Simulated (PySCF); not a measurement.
CH3, SMILES [CH3+], charge +1. Geometry: ωB97X-D3(BJ)/def2-TZVPD.

Q: Give the equilibrium geometry at ωB97X-D3(BJ)/def2-TZVPD (PySCF confirms it by a frequency run) as Cartesian coordinates in Å, and its point group. (The exact figures need the calculation; the answer reports its results.)

A: point group D3h.
```xyz
4

C      0.0000     0.0000     0.0000
H      1.0934     0.0000     0.0000
H     -0.5467     0.9469     0.0000
H     -0.5467    -0.9469     0.0000
```
Charge +1, spin multiplicity 1.
